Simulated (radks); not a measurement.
Task: The molybdenum ion Mo36+, configuration [He] 2s2 2p2 (the NIST ground configuration). Method: scalar-relativistic Kohn-Sham, LDA (Slater exchange, Perdew-Wang correlation), spin-polarised, spherical densities, point nucleus; open shells are filled with parallel spins first (spin-orbit coupling, left out, can overturn this in heavy ions); computed with a radial shooting solver on a logarithmic mesh with Libxc functionals. Some entries of the table are withheld. Estimate them.

orbital,occ.,eigenvalue (eV),<r> (bohr)
1s up,1,-22580.05,0.03509
1s down,1,-22557.02,0.03506
2s up,1,-5156.758,0.1457
2s down,1,-5121.026,0.1462
2p up,2,(1),0.1252
2p down,0,(2),0.1257
3s up,0,(3),(4)
3s down,0,(5),(6)
3p up,0,-2105.954,0.3232
3p down,0,-2095.456,0.3247
3d up,0,-2043.677,0.2778
3d down,0,-2030.206,0.2797

Result: 
(1) 2p up eigenvalue (eV): -4944.313
(2) 2p down eigenvalue (eV): -4900.890
(3) 3s up eigenvalue (eV): -2171.647
(4) 3s up <r> (bohr): 0.3400
(5) 3s down eigenvalue (eV): -2162.623
(6) 3s down <r> (bohr): 0.3412
